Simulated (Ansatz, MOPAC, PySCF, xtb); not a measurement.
Complex: ammonia borane (SMILES [BH3-][NH3+]) (first 8 atoms) with C2H4 (SMILES C=C); geometry from B3LYP-D3(BJ)/def2-TZVP, rigid monomers moved along the line of their centres of mass till H8···C10 is 2.85 Å.
(charge 0, multiplicity 1):
| atom | x (Å) | y (Å) | z (Å) |
|---|---|---|---|
| B | -0.9288 | 0.2896 | 0.2984 |
| N | 0.6322 | -0.1670 | 0.5701 |
| H | -1.0445 | 1.3660 | 0.8388 |
| H | -1.6066 | -0.5736 | 0.8076 |
| H | -1.0487 | 0.3436 | -0.9028 |
| H | 1.2837 | 0.5043 | 0.1745 |
| H | 0.8265 | -1.0724 | 0.1528 |
| H | 0.8125 | -0.2327 | 1.5723 |
| C | 0.3026 | 0.5987 | 4.2569 |
| C | -0.0918 | -0.6688 | 4.2424 |
| H | 1.1333 | 0.9300 | 4.8691 |
| H | -0.2051 | 1.3501 | 3.6633 |
| H | -0.9319 | -0.9872 | 3.6361 |
| H | 0.4010 | -1.4254 | 4.8417 |

Interaction energies are E(AB) − E(A) − E(B) at the monomers' geometry in the complex; basis-set methods are counterpoise corrected. Rows marked so take none.

Rows in 6-311+G**, STO-3G carry no dispersion term and start afresh at each structure. The state reached by AM1 isn't checked.

Run with Ansatz (an electronic-structure program) with Gaussian orbitals; MOPAC for AM1 (differences of heats of formation); PySCF for 6-311+G** rows, STO-3G rows, the dispersion terms; xtb for the GFN methods. 

```json
[
 {"level": "AM1", "interaction energy (kJ/mol)": "-4.1"},
 {"level": "GFN2-xTB", "interaction energy (kJ/mol)": "-10.3"},
 {"level": "HF/STO-3G (no counterpoise)", "interaction energy (kJ/mol)": "-5.5"},
 {"level": "PBE/def2-TZVPPD", "interaction energy (kJ/mol)": "-12.8"},
 {"level": "B3LYP/6-311+G** (no counterpoise)", "interaction energy (kJ/mol)": "-9.8"},
 {"level": "B3LYP-D3(BJ)/def2-TZVPPD", "interaction energy (kJ/mol)": "-16.8"},
 {"level": "PBE0/def2-TZVPPD", "interaction energy (kJ/mol)": "-12.7"},
 {"level": "PBE0-D4/def2-TZVPPD", "interaction energy (kJ/mol)": "-17.2"},
 {"level": "wB97M-V/def2-TZVPPD", "interaction energy (kJ/mol)": "?"}
]
```

Q: Some entries are withheld; supply them.

A: 
- wB97M-V/def2-TZVPPD, interaction energy (kJ/mol): -15.9
